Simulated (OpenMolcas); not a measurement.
# P I: thermal populations, Slater's ratio, worked from levels

| Property | Result |
| --- | --- |
| Program | OpenMolcas 26.06 |
| Basis | ANO-RCC-VQZP [6s5p3d2f1g] |
| Scalar Hamiltonian | DKH2, point nucleus |
| Active space | 5 electrons in 9 orbitals (RAS2 3s 3p; RAS3 3d, at most 2 electrons) |
| State averaging | 2S+1 = 4 odd, 1 root; 2S+1 = 2 odd, 8 roots; 2S+1 = 2 even, 8 roots |
| Spin-orbit coupling | RASSI with atomic mean-field integrals over the reference wave functions, term energies averaged over their components |

Methods: RASSCF; SS-RASPT2, IPEA 0.25 Eh, imaginary shift 0.1 Eh (closed shells correlated: 2s 2p). Measured levels: NIST Handbook of Basic Atomic Spectroscopic Data.

**Thermal populations.** Z = Σ (2J + 1) exp(-E/kT) with k = 0.695035 cm-1/K, over the levels below. No other level of either list lies under 55900 cm-1, which is above 7 kT at each temperature.

```json
{"Level": "3s² 3p³ ⁴S°_3/2", "2J + 1": "4", "SS-RASPT2": "0.0", "measured": "0.0"}
{"Level": "3s² 3p³ ²D°_3/2", "2J + 1": "4", "SS-RASPT2": "11440", "measured": "11361"}
{"Level": "3s² 3p³ ²D°_5/2", "2J + 1": "6", "SS-RASPT2": "11450", "measured": "11377"}
{"Level": "3s² 3p³ ²P°_1/2", "2J + 1": "2", "SS-RASPT2": "19150", "measured": "18723"}
{"Level": "3s² 3p³ ²P°_3/2", "2J + 1": "4", "SS-RASPT2": "19160", "measured": "18748"}
```

| T (K) | Z, SS-RASPT2 | Z, measured levels | Ground level (%), SS-RASPT2 | Ground level (%), measured levels |
| --- | --- | --- | --- | --- |
| 5000 | 4.395 | 4.407 | 91.0 | 90.8 |
| 8000 | 5.468 | 5.500 | 73.2 | 72.7 |

At 8000 K, kT = 5560 cm-1, and the computed levels give Z = 4.000 + 0.511 + 0.765 + 0.064 + 0.128 = 5.468.

**Slater's ratio.** With one set of orbitals, p3 has ²D° - ⁴S° = 9 F2 and ²P° - ²D° = 6 F2 (F2 = F²/25), a ratio of 2/3. Term energies are centres of gravity, weighted by 2J + 1.

```tsv
Source	²D° - ⁴S°	²P° - ⁴S°	F2 from the first	Ratio
RASSCF	14581	22684	1620	0.556
SS-RASPT2	11446	19156	1272	0.674
measured	11370	18740	1263	0.648
```

Energies in cm-1. A ratio away from 2/3 shows effects beyond one configuration with one set of orbitals, and in heavier atoms second-order spin-orbit shifts.

The run also gave levels led by 3s² 3p² 3d, which use shells meant for correlation; these and all levels above them are left out. Without dynamic correlation excited terms often stand tens of per cent too high (terms of higher spin than the ground term too low), and those without a measured partner can miss by more than the paired ones (holds for RASSCF). Computed and measured levels are paired by configuration, term and J; levels that our copy of the source lacks, or whose pairing is in doubt (as where it misses far off the trend of its configuration), stay unpaired and out of the deviations. Only configurations of the active space appear.

° marks odd parity.
